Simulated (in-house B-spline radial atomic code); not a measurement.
RPA and G0W0 for Sc VII (Sc6+), [Ne] 3s2 3p3, highest spin, as one setting changes: the highest l of the empty states. Start: PBE0. A dash marks a level of low quasi-particle weight. Computed with a B-spline radial code for spherical atoms: all electrons, scalar-relativistic (spin-free one-electron X2C), finite nucleus, each spin shell either full or empty, empty states to the listed l with an (l + 1/2)⁻⁴ tail; G0W0 by contour deformation at full frequency.

| highest l of the empty states | RPA summed (Eh) | RPA extrapolated (Eh) | G0W0 level (eV) |
| --- | --- | --- | --- |
| 3 | -0.83923 | -0.94033 | 3p up -137.00 |
| 4 | ? | ? | ? |
| 5 | ? | ? | ? |
| 6 | -0.92613 | -0.94368 | 3p up -137.14 |
| 7 | -0.93156 | -0.94265 | 3p up -137.14 |
| 8 | -0.9347 | -0.94214 | 3p up -137.13 |
| 9 | -0.93662 | -0.94183 | 3p up -137.13 |
| 10 | -0.93787 | -0.94163 | 3p up -137.13 |
| 11 | -0.9387 | -0.94151 | 3p up -137.13 |

(1) What belongs in the row for 4?

(2) What belongs in the row for 5?

Answers

(1) RPA summed (Eh): -0.89425; RPA extrapolated (Eh): -0.95326; G0W0 level (eV): 3p up -137.18.

(2) RPA summed (Eh): -0.91592; RPA extrapolated (Eh): -0.9461; G0W0 level (eV): 3p up -137.15.
